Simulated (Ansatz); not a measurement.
Reactions of `N[SiH](C=O)CO`.

Calculated with Ansatz (gas phase, PBE0-D4/def2-TZVP geometries, no zero-point term in ΔE). CCSD(T)/CBS adds triple-zeta CCSD(T) − MP2 to the extrapolated MP2 energy (def2 sets, frozen cores). This one scheme is used for every species, atoms too. DFT in def2-TZVPP. No spin–orbit coupling; open shells (•) take unrestricted orbitals. Spin–orbit coupling would lower the free atoms: a little for C, O, Si. For Ge outer-core shells are correlated without core-valence functions, so the limit isn't a true one: a few kJ/mol of doubt a bond, and 10 to 20 or more in all where bonds break to atoms. Scalar relativity is left out up to krypton. Each species was taken in one conformer, which may not be the lowest.

```
                                                     reaction  PBE-D4 (kJ/mol)  CCSD(T)/CBS(def2) (kJ/mol)
                 `N[SiH](C=O)CO` + H–F → `OCF` + `N[SiH2]C=O`               22                          34
           `N[SiH](C=O)CO` + `C#CS` → `C#CSCO` + `N[SiH2]C=O`                4                          12
              `N[SiH](C=O)CO` → 2 C• + 7 H• + N• + 2 O• + Si•             5024                        4905
`N[SiH](C=O)CO` + `[OH][GeH3]` → `O=C[O][GeH3]` + `N[SiH2]CO`              -79                         -65
           `N[SiH](C=O)CO` + `CCl` → `N[SiH](C=O)CCl` + CH₃OH              -13                         -14
```

Largest T1 diagnostic: 0.015, for `O=C[O][GeH3]`.
